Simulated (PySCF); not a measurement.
Positional isomers: propene boryl. Isolated molecules, 0 K electronic values unless said otherwise. One relaxed conformer stands for each flexible species; it need not be the lowest. Strings in code marks are SMILES.

The HOMO from two functionals at the same geometries (PBE0-D4/def2-TZVP), both in PySCF: PBE-D3(BJ)/def2-TZVP and PBE0-D4/def2-TZVP. 

```csv
species,PBE0-D4/def2-TZVP (eV)
`BC(=C)C`,-7.93
`C(/C)=C\B`,-7.98
`C(=C/B)/C`,-7.92
`BCC=C`,-7.25
```

Task: What does PBE-D3(BJ)/def2-TZVP give for each?

Result: 
- `BC(=C)C`: -6.91
- `C(/C)=C\B`: -6.96
- `C(=C/B)/C`: -6.91
- `BCC=C`: -6.15
Over these rows, drawn at random from the members with no instability flagged (it was tested for open shells, ions and some series alone), PBE minus PBE0-D4: mean +1.04 eV, from +1.01 eV to +1.11 eV.
